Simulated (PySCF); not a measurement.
**Shapes and spin states of H₂MnO**

These are results of PBE0 in PySCF with Mn def2-TZVP, O def2-TZVP, H def2-TZVP; no relativity; density-fitted integrals, not measurements.

Relaxations began from a few typed shapes and spin states; open shells are unrestricted. The search is not exhaustive: other isomers or separated fragments can lie lower, and high-lying points may rest on an excited occupation.

```
                                spin  group                            bonds                             angles  imaginary modes (cm⁻¹)  ΔE (kJ/mol)  ΔE with ZPE (kJ/mol)
                             quartet     Cs  Mn–H 1.583 Å (×2), Mn–O 1.560 Å  H–Mn–H 115.9°, H–Mn–O 113.0° (×2)                    none          0.0                   0.0
                 quartet (⟨S²⟩ 3.97)    C2v  Mn–H 1.599 Å (×2), Mn–O 1.559 Å  H–Mn–H 129.3°, H–Mn–O 115.3° (×2)                 1 found          1.5                     –
broken-symmetry Ms = 1/2 (⟨S²⟩ 1.56)     Cs  Mn–H 1.550 Å (×2), Mn–O 1.529 Å  H–Mn–H 108.3°, H–Mn–O 110.7° (×2)                    none         84.0                  87.4
```

The lowest minimum found is the quartet Cs: Mn–H 1.583 Å (×2), Mn–O 1.560 Å; H–Mn–H 115.9°, H–Mn–O 113.0° (×2).

For the lowest minimum: open d and f shells are described by one determinant, and the ground state may have another occupation or spin.
